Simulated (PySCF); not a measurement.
A structure optimised at PBE0-D3(BJ)/def2-SVP, used in a PySCF frequency run:

```
Si
H 1 1.4907
H 1 1.4907 2 110.42
Se 1 2.2808 2 112.72 3 -115.26
H 4 1.4715 1 92.97 2 -62.26
Se 1 2.2808 2 103.54 3 120.90
H 6 1.4715 1 92.97 2 178.40
```

Write its SMILES, formula and point group.

[SeH][SiH2][SeH], H4Se2Si, C2

What are its rotational constants (standard atomic weights)?

9.7951, 0.85733, 0.80316 GHz
